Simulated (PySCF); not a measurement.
Working out the ionisation energy of P(2+)

P(2+) [Ne] 3s2 3p1 (2P) → P(3+) [Ne] 3s2 (1S). Calculation: PySCF 2.14, in def2-QZVPPD (10s6p5d2f1g, 76 functions); no relativity, point nucleus. Frozen: [Ne]. Energies in hartree (1 hartree = 27.21139 eV):

```csv
part,P(2+) (lower),P(3+) (upper)
UHF,-339.650581,-338.563177
CCSD correlation,-0.066810,-0.050473
(T),-0.001159,0.000000
```

Question: What does Hartree-Fock give?

Answer: (-338.563177) − (-339.650581) = 1.087404 hartree = 29.590 eV.

Question: What do CCSD and CCSD(T) give?

Answer: The CCSD correlation energies differ by 0.016337 hartree = 0.445 eV and the triples by 0.001159 hartree = 0.032 eV, so CCSD gives 30.035 eV and CCSD(T) 30.067 eV.

A first-order spin-orbit estimate adds 0.041 eV to CCSD(T) (valence), giving 30.108 eV against 30.203 eV (measured; NIST Atomic Spectra Database, ionization energies).

What remains against the reference includes basis incompleteness, the frozen core and higher excitations.
